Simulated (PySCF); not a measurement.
## NaTl⁺, PBE: how much the basis matters

PySCF, UKS reference; doublet, unpaired electrons σ ↑; De to Na⁺ + Tl without counterpoise correction.

| basis | relativity | functions | Re (Å) | ωe (cm⁻¹) | De (eV) | μ (D) |
| --- | --- | --- | --- | --- | --- | --- |
| cc-pVDZ/cc-pVDZ-PP | scalar-relativistic core potentials | 41 | 3.660 | 86.4 | n/a | -8.68 |
| def2-SVPD | scalar-relativistic core potentials | 50 | 3.681 | 82.2 | n/a | -8.72 |
| aug-cc-pVDZ/aug-cc-pVDZ-PP | scalar-relativistic core potentials | 59 | 3.659 | 85.6 | n/a | -8.66 |

Task: How does each smaller set differ from the one with most functions, aug-cc-pVDZ/aug-cc-pVDZ-PP?

Result: cc-pVDZ/cc-pVDZ-PP: +0.1 pm, +0.9 % in ωe; def2-SVPD: +2.2 pm, -4.0 % in ωe. All at PBE; the set with most functions is neither the basis-set limit nor always the best.

A positive dipole points towards Tl; it is taken about the centre of mass and depends on that origin. These are scalar-relativistic numbers at best; spin–orbit coupling would shift them, the dissociation energy most. The state was picked by a PBE0 search and need not be the measured ground state.
